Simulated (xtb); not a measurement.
AlO (SMILES [O]=[Al]), doublet, from a rough starting geometry (GFN-xTB shapes and energies of metal compounds can be far from the true ones).

Input for xtb:
```
$ xtb mol.xyz --gfn 2 --uhf 1 --opt vtight --json

# file mol.xyz
2

Al     0.01869006    -0.03917726    -0.78927550
O      0.02318911     0.07165907     0.80761211
```

### Question
Predict the dipole moment from GFN2-xTB (xtb).

### Answer
4.53 D

### Question
Estimate the total energy at the end of the optimisation that GFN2-xTB returns for this input.

### Answer
-5.0941 Eh
